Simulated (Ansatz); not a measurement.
Consider the formal exchange of groups at the Si–Si bond: `O[Si](O)(F)[SiH3]` + `C=COCCCl` → `C=C[Si](O)(O)F` + `[SiH3]OCCCl`.

Isolated molecules relaxed with PBE0-D4/def2-TZVP in Ansatz; ΔE leaves out vibrations. CBS: MP2 limit from def2 TZ/QZ plus the TZ coupled-cluster correction, frozen cores. Functionals use def2-TZVPP. B3LYP here is the variant with VWN-RPA as its local correlation; programs differ in this. Each species was taken in one conformer, which may not be the lowest.

| species | B3LYP-D4 energy (Eh) |
| --- | --- |
| `O[Si](O)(F)[SiH3]` | -832.65052 |
| `C=COCCCl` | -692.17197 |
| `C=C[Si](O)(O)F` | -619.36621 |
| `[SiH3]OCCCl` | -905.50987 |

Question: Work out ΔE.

Answer: ΔE = (-619.36621) + (-905.50987) − (-832.65052) − (-692.17197) = -0.05359 Eh = -140.7 kJ/mol. CCSD(T)/CBS gives -150.5 kJ/mol.

Largest T1 diagnostic among the species: 0.013.

From PBE to PBE0 (25 % exact exchange), in def2-TZVPP and without D4, ΔE moves by −12.9 kJ/mol. In def2-TZVPP, CCSD(T) changes the Hartree–Fock value by +20.2 kJ/mol (the triples alone add +4.3 kJ/mol) and MP2 by +11.2 kJ/mol.
